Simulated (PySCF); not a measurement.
A structure optimised at B3LYP-D3(BJ)/def2-TZVP, used in a PySCF frequency run:

```xyz
3

Zr     0.0000     0.0000    -0.2976
O      0.0000     1.4385     0.7441
O      0.0000    -1.4385     0.7441
```
Charge 0, spin multiplicity 1.

Question: Write its SMILES, formula and point group.

Answer: [O]=[Zr]=[O], O2Zr, C2v

Question: What are its rotational constants (standard atomic weights)?

Answer: 19.659, 7.6329, 5.4982 GHz
